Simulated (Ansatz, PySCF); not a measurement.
TaH5, SMILES [TaH5] (connectivity only; charge and spin as stated), neutral, multiplicity 1.

Coordinates come from a PBE0-D3(BJ)/def2-TZVPD optimisation. The spin state was assumed, not searched. The def2 effective core potentials stand for the cores of Ta; spin–orbit coupling is left out.

Vertical ionisation energy (IE) and electron affinity (EA) in eV. Rows of orbital energies are one-electron estimates. Where ΔSCF, EOM or ADC give a negative EA the extra electron is unbound and the value depends on the basis.

```csv
level,IE,EA
"−ε(HOMO), −ε(LUMO), ωB97X/def2-TZVPD (PySCF)",11.22,0.67
"−ε(HOMO), −ε(LUMO), CAM-B3LYP/def2-TZVPD (PySCF)",10.15,1.75
"−ε(HOMO), −ε(LUMO), PBE/def2-TZVPD (PySCF)",___,___
"ΔSCF, PBE0/def2-TZVPD (Ansatz), final states of multiplicity 2 and 2",10.93,1.07
"ΔSCF, PBE/def2-TZVPD (Ansatz), final states of multiplicity 2 and 2",10.66,1.00
```

**Question.** What belongs in the gaps? (An estimate is asked for; the answer gives what the named calculation found.)

**Answer.** 
- −ε(HOMO), −ε(LUMO), PBE/def2-TZVPD (PySCF), IE: 7.40
- −ε(HOMO), −ε(LUMO), PBE/def2-TZVPD (PySCF), EA: 4.05

**Question.** What vertical singlet–triplet gap does ΔSCF give with PBE0/def2-TZVPD (Ansatz, a quantum-chemistry and plane-wave program) and with PBE/def2-TZVPD (Ansatz)? (Estimate from the structure and the level; the computed values follow.)

**Answer.** 3.24 and 3.03 eV (triplet above singlet where positive).
